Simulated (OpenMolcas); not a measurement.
K: effect of the active space

| Quantity | Value |
| --- | --- |
| Program | OpenMolcas |
| Method | XMS-CASPT2, IPEA 0.25 Eh, imaginary shift 0.1 Eh |
| Basis | ANO-RCC-VTZP |
| Scalar Hamiltonian | DKH2, point nucleus |
| Spin-orbit coupling | RASSI with atomic mean-field integrals over the reference wave functions, term energies averaged over their components |

A. 1 electron in 4 orbitals (4s 4p); 2S+1 = 2 even, 1 root; 2S+1 = 2 odd, 3 roots; closed shells correlated: 3s 3p; CASPT2 step about 0.6 core-seconds
B. 1 electron in 9 orbitals (3d 4s 4p); 2S+1 = 2 even, 1 root; 2S+1 = 2 odd, 3 roots; closed shells correlated: 3s 3p; CASPT2 step of the order of 1 core-seconds

Energies in cm⁻¹ above 4s ²S_1/2, the measured ground level; measured values from NIST Handbook of Basic Atomic Spectroscopic Data.

```csv
Level,A,B,Measured
4s ²S_1/2,0.0,0.0,0.0
4p ²P°_1/2,12975,12969,12985
4p ²P°_3/2,13012,13006,13043
```

Deviations, from unrounded energies. A percentage is the sum of absolute deviations over the sum of measured energies, with the sign that they share, or ± where signs differ.

```csv
Against measurement,Levels,A,B
mean absolute deviation (cm-1),2,21,27
other configurations (%),2,-0.2,-0.2
```

A lies closest to measurement on these levels. The largest miss of A in the table is 4p ²P°_3/2, by -31 cm-1. The ranking rests on the paired levels alone, and a cruder setting can come out closer through cancelling errors.

Between A and B the level of the table that moves most is 4p ²P°_1/2, by 6 cm-1 (lowest in B, highest in A).

ANO sets are built for ground and valence states and can reach diffuse excited orbitals poorly. With one active electron, CASPT2 adds the correlation within the correlated inactive shells and between them and that electron, and leaves the splitting within a term as the reference gives it. No level of 3d was computed, though it lies in the active space (holds for B). Computed and measured levels are paired by configuration, term and J; levels that our copy of the source lacks, or whose pairing is in doubt (as where it misses far off the trend of its configuration), stay unpaired and out of the deviations. Levels of configurations outside the active space are missing.

° marks odd parity.
